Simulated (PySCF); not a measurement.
C11H12.
SMILES with atom numbers: `[CH:1]#[C:2][c:3]1[cH:4][c:5]([CH3:6])[cH:7][cH:8][c:9]1[CH2:10][CH3:11]` (hydrogens: H12 on C1; H13 on C4; H14, H15, H16 on C6; H17 on C7; H18 on C8; H19, H20 on C10; H21, H22, H23 on C11)

The same species was optimised twice, with GFN2-xTB and with PBE0-D3(BJ)/def2-SVP (PySCF), and the same property calculations (PySCF, gas phase) were run on both structures.

| coordinate | GFN2-xTB | PBE0-D3(BJ)/def2-SVP | change |
| --- | --- | --- | --- |
| C2–C3 (Å) | 1.417 | 1.430 | +0.013 |
| C1≡C2 (Å) | 1.201 | 1.214 | +0.013 |
| C3–C9 (Å) | 1.400 | 1.412 | +0.012 |
| C3–C4 (Å) | 1.394 | 1.405 | +0.011 |
| C8–C9 (Å) | 1.386 | 1.397 | +0.011 |
| C5–C7 (Å) | 1.390 | 1.400 | +0.010 |
| C4–C5 (Å) | 1.385 | 1.394 | +0.009 |
| C7–C8 (Å) | 1.383 | 1.391 | +0.008 |
| C10–C11 (Å) | 1.530 | 1.527 | -0.003 |
| C5–C6 (Å) | 1.499 | 1.501 | +0.002 |
| C9–C10 (Å) | 1.501 | 1.503 | +0.002 |
| C9–C10–C11 (°) | 110.7 | 112.8 | +2.1 |
| C4–C5–C7 (°) | 118.4 | 117.7 | -0.7 |
| C3–C4–C5 (°) | 121.0 | 121.7 | +0.7 |
| C3–C9–C10 (°) | 120.8 | 121.3 | +0.5 |
| C3–C9–C8 (°) | 118.1 | 117.6 | -0.5 |
| C6–C5–C7 (°) | 120.5 | 121.0 | +0.5 |
| C7–C8–C9 (°) | 121.3 | 121.8 | +0.5 |
| C5–C7–C8 (°) | 120.8 | 121.0 | +0.2 |
| C8–C9–C10–C11 (°) | 98 | 98 | 0 |

Rotational constants: A = 1803, B = 850.6, C = 612.9 MHz (GFN2-xTB) against A = 1760, B = 836.5, C = 600.6 MHz (PBE0-D3(BJ)/def2-SVP). Point groups within 0.08 Å: C1 and C1.

On the GFN2-xTB structure: HOMO (eV) -6.65 [PBE0/pcSseg-1]; LUMO (eV) -0.91 [PBE0/pcSseg-1]; dipole (D) 0.70 [PBE0/pcSseg-1]; GIAO shielding of C1 (ppm) 96.1 [PBE0/pcSseg-1]; GIAO shielding of C2 (ppm) 98.8 [PBE0/pcSseg-1]; GIAO shielding of C3 (ppm) 62.0 [PBE0/pcSseg-1]; GIAO shielding of C4 (ppm) 46.2 [PBE0/pcSseg-1]; GIAO shielding of C5 (ppm) 46.3 [PBE0/pcSseg-1]; GIAO shielding of C6 (ppm) 163.3 [PBE0/pcSseg-1]; GIAO shielding of C7 (ppm) 51.5 [PBE0/pcSseg-1]; GIAO shielding of C8 (ppm) 53.3 [PBE0/pcSseg-1].

What do these properties become on the PBE0-D3(BJ)/def2-SVP structure?

```json
{"property": "HOMO (eV)", "level": "PBE0/pcSseg-1", "on GFN2-xTB": "-6.65", "on PBE0-D3(BJ)/def2-SVP": "-6.64", "change": "+0.01"}
{"property": "LUMO (eV)", "level": "PBE0/pcSseg-1", "on GFN2-xTB": "-0.91", "on PBE0-D3(BJ)/def2-SVP": "-0.97", "change": "-0.06"}
{"property": "dipole (D)", "level": "PBE0/pcSseg-1", "on GFN2-xTB": "0.70", "on PBE0-D3(BJ)/def2-SVP": "0.69", "change": "-0.01"}
{"property": "energy, GFN2-xTB geometry as zero (kcal/mol)", "level": "PBE0/pcSseg-1", "on GFN2-xTB": "0.0", "on PBE0-D3(BJ)/def2-SVP": "-0.6", "change": "-0.6"}
{"property": "GIAO shielding of C1 (ppm)", "level": "PBE0/pcSseg-1", "on GFN2-xTB": "96.1", "on PBE0-D3(BJ)/def2-SVP": "94.3", "change": "-1.8"}
{"property": "GIAO shielding of C2 (ppm)", "level": "PBE0/pcSseg-1", "on GFN2-xTB": "98.8", "on PBE0-D3(BJ)/def2-SVP": "98.2", "change": "-0.6"}
{"property": "GIAO shielding of C3 (ppm)", "level": "PBE0/pcSseg-1", "on GFN2-xTB": "62.0", "on PBE0-D3(BJ)/def2-SVP": "58.7", "change": "-3.3"}
{"property": "GIAO shielding of C4 (ppm)", "level": "PBE0/pcSseg-1", "on GFN2-xTB": "46.2", "on PBE0-D3(BJ)/def2-SVP": "43.6", "change": "-2.6"}
{"property": "GIAO shielding of C5 (ppm)", "level": "PBE0/pcSseg-1", "on GFN2-xTB": "46.3", "on PBE0-D3(BJ)/def2-SVP": "44.4", "change": "-1.9"}
{"property": "GIAO shielding of C6 (ppm)", "level": "PBE0/pcSseg-1", "on GFN2-xTB": "163.3", "on PBE0-D3(BJ)/def2-SVP": "161.8", "change": "-1.5"}
{"property": "GIAO shielding of C7 (ppm)", "level": "PBE0/pcSseg-1", "on GFN2-xTB": "51.5", "on PBE0-D3(BJ)/def2-SVP": "49.2", "change": "-2.3"}
{"property": "GIAO shielding of C8 (ppm)", "level": "PBE0/pcSseg-1", "on GFN2-xTB": "53.3", "on PBE0-D3(BJ)/def2-SVP": "50.4", "change": "-2.9"}
```

The heavy atoms differ by 0.029 Å rms after alignment. Among bonds between heavy atoms C1≡C2, C2–C3 and C3–C9 change most and about equally (+0.012 to +0.013 Å). Changes are differences of the printed values. Neither structure is proved a minimum here.

The values belong to the conformer `[CH:1]#[C:2][c:3]1[cH:4][c:5]([CH3:6])[cH:7][cH:8][c:9]1[CH2:10][CH3:11]`: C8–C9–C10–C11 98°.
